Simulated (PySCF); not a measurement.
SMILES CC(C)C(=O)OCCO, singlet, GFN2-xTB optimised geometry.

```
21

C      0.03     2.58     0.97
C     -0.53     1.54     0.00
C     -0.56     2.09    -1.43
C      0.34     0.31     0.00
O      1.55     0.31     0.00
O     -0.40    -0.81    -0.04
C      0.29    -2.06    -0.08
C      0.52    -2.59     1.33
O     -0.69    -2.94     1.96
H     -0.02     2.21     1.99
H     -0.55     3.50     0.91
H      1.06     2.79     0.72
H     -1.55     1.25     0.29
H      0.44     2.34    -1.75
H     -1.18     2.98    -1.48
H     -0.98     1.35    -2.12
H      1.25    -1.92    -0.59
H     -0.35    -2.73    -0.65
H      1.06    -1.83     1.91
H      1.12    -3.50     1.29
H     -1.29    -2.19     1.90
```

Density from CAM-B3LYP/def2-SVP in PySCF at that geometry.

Minimum of the electron density along straight lines between bonded atoms, close to the bond critical point (lines longer than 1.1 times the sum of covalent radii, or with two minima, are not listed):

```csv
bond,length / Å,ρ at the minimum / e bohr⁻³,∇²ρ there / e bohr⁻⁵,position (fraction from the first atom)
C1–C2,1.526,0.245,-0.57,0.49
C2–C3,1.532,0.241,-0.55,0.51
C2–C4,1.516,0.260,-0.65,0.47
C4–O5,1.201,0.422,0.34,0.33
C4–O6,1.342,0.302,-0.37,0.34
O6–C7,1.429,0.240,-0.29,0.66
C7–C8,1.530,0.254,-0.62,0.51
C8–O9,1.403,0.266,-0.50,0.35
C1–H10,1.088,0.277,-1.03,0.63
C1–H11,1.087,0.277,-1.03,0.63
C1–H12,1.087,0.279,-1.05,0.64
C2–H13,1.094,0.279,-1.03,0.63
C3–H14,1.088,0.278,-1.04,0.63
C3–H15,1.087,0.277,-1.03,0.63
C3–H16,1.088,0.278,-1.03,0.63
C7–H17,1.094,0.284,-1.12,0.65
C7–H18,1.092,0.284,-1.11,0.64
C8–H19,1.100,0.279,-1.05,0.63
C8–H20,1.092,0.284,-1.10,0.64
O9–H21,0.965,0.354,-2.24,0.81
```
